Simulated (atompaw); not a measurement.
# Reading a pseudo-wave (carbon)

Columns: radius, all-electron u(r) and pseudo u(r) of the 2s shell (level -19.38 eV) of carbon in the configuration [He] 2s2 2p1.5; PBE, scalar-relativistic, PAW (atompaw) scheme, atompaw 4.2.0.5.

```csv
r (bohr),all-electron,pseudo
0.062,-0.2727,0.0856
0.123,-0.3590,0.1689
0.185,-0.3377,0.2515
0.246,-0.2560,0.3300
0.308,-0.1410,0.4061
0.369,-0.0150,0.4765
0.431,0.1144,0.5429
0.492,0.2360,0.6027
0.554,0.3496,0.6573
0.615,0.4496,0.7047
0.677,0.5386,0.7462
0.738,0.6136,0.7806
0.800,0.6774,0.8091
0.862,0.7291,0.8311
0.923,0.7689,0.8468
0.985,0.7992,0.8571
1.046,0.8199,0.8620
1.108,0.8329,0.8623
1.169,0.8385,0.8584
1.231,0.8381,0.8506
1.292,0.8325,0.8398
1.354,0.8222,0.8260
1.415,0.8084,0.8100
1.477,0.7912,0.7917
1.538,0.7718,0.7719
1.600,0.7501,0.7501
```

How many radial nodes do the two functions have?

The all-electron 2s function has n − l − 1 = 1; the pseudo-wave has 0, since the states of the same l below it are removed with the core.

Where does each function peak?

Outermost all-electron maximum near 1.17 bohr, pseudo maximum near 1.11 bohr (to the table’s step).

Is the pseudo-wave norm-conserving?

No, it belongs to a PAW set: the norm inside the radius is not constrained, and the difference is carried by the augmentation charge.
